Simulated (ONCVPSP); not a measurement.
Ce: variants of one ONCV potential

Base potential:

- Element: Ce (Z = 58)
- Generator: ONCVPSP 4.0.1
- Type: optimised norm-conserving Vanderbilt (ONCV)
- Functional: PBE
- Relativity: scalar-relativistic
- Frozen core: [Kr] 4d10
- Valence charge: 12
- Reference configuration: 4f1 5s2 5p6 5d1 6s2
- Partial waves: 5s+6s: rc 2.55 bohr, ncon 3, nbas 6, qcut 6 1/bohr, 3 projectors, debl 3.9 Ha; 5p: rc 2.80 bohr, ncon 3, nbas 7, qcut 4 1/bohr, 2 projectors, debl 0.8 Ha; 5d: rc 2.95 bohr, ncon 4, nbas 9, qcut 6.1 1/bohr, 2 projectors, debl 1.7 Ha; 4f: rc 1.50 bohr, ncon 4, nbas 9, qcut 12.6 1/bohr, 2 projectors, debl 0.8 Ha
- Local potential: polynomial inside 1.15 bohr (lpopt 5, dvloc0 6 Ha)
- Core correction: Teter function, fcfact 2.5, rcfact 1.2

In the p channel the program set the typed energies aside and used -0.854, 0.250 Ha.

Cutoffs, loose and tight: the cutoffs (Ha) at which the residual kinetic energy of the hardest occupied pseudo-wave falls to 1 and 0.1 mHa per electron. They do not see the model core or the augmentation charge, which bear on the density cutoff. Test errors are all-electron minus pseudo excitation energies from the reference, over the configurations 4f1 5s2 5p6 5d1 6s1; 4f1 5s2 5p6 5d1 6s0; 4f1 5s2 5p6 5d0 6s0; 4f2 5s2 5p6 5d0 6s2. A dash means not determined; rows that change the core or the reference have their own tests. The largest error is taken over the tests solved by every variant that gives reliable tests at all: 4f1 5s2 5p6 5d0 6s0; 4f1 5s2 5p6 5d1 6s0; 4f1 5s2 5p6 5d1 6s1.

| change | outcome | cutoff, loose | cutoff, tight | bound ghosts | GHOST(+) flags above zero | largest test error (meV) |
| --- | --- | --- | --- | --- | --- | --- |
| base | generated, projector energies reset by the program | 61 Ha | 67 Ha | none | s, p | -4.5 |
| core correction Teter function, fcfact 1.6, rcfact 1.2 | generated, projector energies reset by the program | 61 Ha | 67 Ha | none | s, p | -4.4 |
| core correction Teter function, fcfact 2.7, rcfact 1.2 | generated, projector energies reset by the program | 61 Ha | 67 Ha | none | s, p | -4.5 |
| core correction Teter function, fcfact 3.8, rcfact 1.2 | generated, projector energies reset by the program | 61 Ha | 67 Ha | none | s, p | -4.5 |
| core correction Teter function, fcfact 4.7, rcfact 1.2 | generated, projector energies reset by the program | 61 Ha | 67 Ha | none | s, p | -4.5 |
| core correction Teter function, fcfact 5.3, rcfact 1.2 | generated, projector energies reset by the program | 61 Ha | 67 Ha | none | s, p | -4.5 |
| core correction Teter function, fcfact 6.4, rcfact 1.2 | generated, projector energies reset by the program | 61 Ha | 67 Ha | none | s, p | -4.6 |
| core correction Teter function, fcfact 7.5, rcfact 1.2 | generated, projector energies reset by the program | 61 Ha | 67 Ha | none | s, p | -4.6 |

Reading the sweep of the fcfact (base included, trends over the rows without a ghost): The loose cutoff stays near 61 Ha.
